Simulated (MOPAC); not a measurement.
Job for MOPAC: AM1 on H3NSe (SMILES N[SeH]), a point of a bond scan (R = 1.366 Å).

```
AM1 1SCF PRECISE CHARGE=0 THREADS=1
H3NSe

Se    -0.04297444 1     0.31558987 1     0.23261758 1
H     -1.26689466 1     0.77294197 1    -0.47788287 1
N      0.36656617 1    -1.22733427 1    -0.72479358 1
H      0.61133930 1    -0.93486795 1    -2.03652292 1
H     -0.38581730 1    -1.90096526 1    -0.66111496 1
```

The log:

```
*******************************************************************************
 **                                                                           **
 **                              MOPAC v23.2.5                                **
 **                                                                           **
 *******************************************************************************
 ** MOPAC's Digital Object Identifier: https://doi.org/10.5281/zenodo.6511958 **
 **                                                                           **
 ** Please cite the open-source release paper for use of this MOPAC version:  **
 ** J. E. Moussa and J. J. P. Stewart (2026)                                  **
 ** MOPAC: An open-source semiempirical molecular orbital program             **
 ** J. Open Source Softw., 11(119), 8025, https://doi.org/10.21105/joss.08025 **
 *******************************************************************************

                              AM1 CALCULATION RESULTS

 *******************************************************************************
 *  AM1        - The AM1 Hamiltonian to be used
 *
 *
 *
 *                 CHARGE ON SYSTEM = 0
 *
 *
 *
 *  PRECISE    - TIGHTER CRITERIA TO BE USED
 *  1SCF       - DO 1 SCF AND THEN STOP
 *  THREADS=1  - MULTI-THREADING NOT USED
 *  T=         - A TIME OF 172800.0 SECONDS REQUESTED
 *  DUMP=N     - RESTART FILE WRITTEN EVERY 7200.0 SECONDS REQUESTED
 *******************************************************************************
AM1 1SCF PRECISE CHARGE=0 THREADS=1
 H3NSe

   ATOM   CHEMICAL          X               Y               Z
  NUMBER   SYMBOL      (ANGSTROMS)     (ANGSTROMS)     (ANGSTROMS)

     1      Se         -0.04297444  *   0.31558987  *   0.23261758  *
     2       H         -1.26689466  *   0.77294197  *  -0.47788287  *
     3       N          0.36656617  *  -1.22733427  *  -0.72479358  *
     4       H          0.61133930  *  -0.93486795  *  -2.03652292  *
     5       H         -0.38581730  *  -1.90096526  *  -0.66111496  *



          CARTESIAN COORDINATES

    NO.       ATOM           X           Y           Z

     1        Se         -0.0430      0.3156      0.2326
     2         H         -1.2669      0.7729     -0.4779
     3         N          0.3666     -1.2273     -0.7248
     4         H          0.6113     -0.9349     -2.0365
     5         H         -0.3858     -1.9010     -0.6611

  H: (AM1): M.J.S. DEWAR ET AL, J. AM. CHEM. SOC. 107 3902-3909 (1985)
  N: (AM1): M.J.S. DEWAR ET AL, J. AM. CHEM. SOC. 107 3902-3909 (1985)
 Se: (AM1): J. J. P. STEWART, J. MOL. MOD., 10, 155-164 (2004)

           Empirical Formula: H3 N Se  =     5 atoms



      MOLECULAR POINT GROUP   :   C1


      RHF CALCULATION, NO. OF DOUBLY OCCUPIED LEVELS = 7


 -------------------------------------------------------------------------------
 AM1 1SCF PRECISE CHARGE=0 THREADS=1
 H3NSe



     1SCF WAS SPECIFIED, SO BFGS WAS NOT USED
     SCF FIELD WAS ACHIEVED


                              AM1 CALCULATION
                                                       MOPAC v23.2.5 Linux




          FINAL HEAT OF FORMATION =         63.08767 KCAL/MOL =     263.95882 KJ/MOL


          COSMO AREA              =         83.73 SQUARE ANGSTROMS
          COSMO VOLUME            =         65.98 CUBIC ANGSTROMS

          IONIZATION POTENTIAL    =          7.499597 EV
          HOMO LUMO ENERGIES (EV) =         -7.500  0.223
          NO. OF FILLED LEVELS    =          7
          MOLECULAR WEIGHT        =         95.9904         POINT GROUP:  C1

          MOLECULAR DIMENSIONS (Angstroms)

            Atom       Atom       Distance
            H     4    H     2     2.97888
            H     5   Se     1     1.87410
           Se     1    H     2     1.20844


          SCF CALCULATIONS        =          1





   ATOM   CHEMICAL          X               Y               Z
  NUMBER   SYMBOL      (ANGSTROMS)     (ANGSTROMS)     (ANGSTROMS)

     1      Se         -0.04297444  *   0.31558987  *   0.23261758  *
     2       H         -1.26689466  *   0.77294197  *  -0.47788287  *
     3       N          0.36656617  *  -1.22733427  *  -0.72479358  *
     4       H          0.61133930  *  -0.93486795  *  -2.03652292  *
     5       H         -0.38581730  *  -1.90096526  *  -0.66111496  *

                             CARTESIAN COORDINATES

   1   Se       -0.042974440     0.315589870     0.232617580
   2    H       -1.266894660     0.772941970    -0.477882870
   3    N        0.366566170    -1.227334270    -0.724793580
   4    H        0.611339300    -0.934867950    -2.036522920
   5    H       -0.385817300    -1.900965260    -0.661114960


           Empirical Formula: H3 N Se  =     5 atoms



      MOLECULAR POINT GROUP   :   C1


                  EIGENVALUES
 -30.25664 -19.48186 -15.20802 -13.83000 -11.11575 -10.30329  -7.49960   0.22262
   0.62835   2.59084   5.23935


              NET ATOMIC CHARGES AND DIPOLE CONTRIBUTIONS

  ATOM NO.   TYPE          CHARGE      No. of ELECS.   s-Pop       p-Pop
    1         Se           0.205929        5.7941     1.95617     3.83791
    2          H          -0.096038        1.0960     1.09604
    3          N          -0.417681        5.4177     1.72671     3.69097
    4          H           0.166188        0.8338     0.83381
    5          H           0.141603        0.8584     0.85840
 DIPOLE           X         Y         Z       TOTAL
 POINT-CHG.     0.032     0.379    -0.171     0.417
 HYBRID        -1.438    -0.290    -1.211     1.902
 SUM           -1.405     0.088    -1.382     1.973


          ATOMIC ORBITAL ELECTRON POPULATIONS

     Atom    s        px        py        pz
    1 Se   1.95617   1.26484   1.21251   1.36055
    2  H   1.09604
    3  N   1.72671   1.42639   1.10069   1.16389
    4  H   0.83381
    5  H   0.85840

 **********************
 *                    *
 * JOB ENDED NORMALLY *
 *                    *
 **********************




 == MOPAC DONE ==
```

The run finished.

Cost: around 0.04 core-seconds (rough).
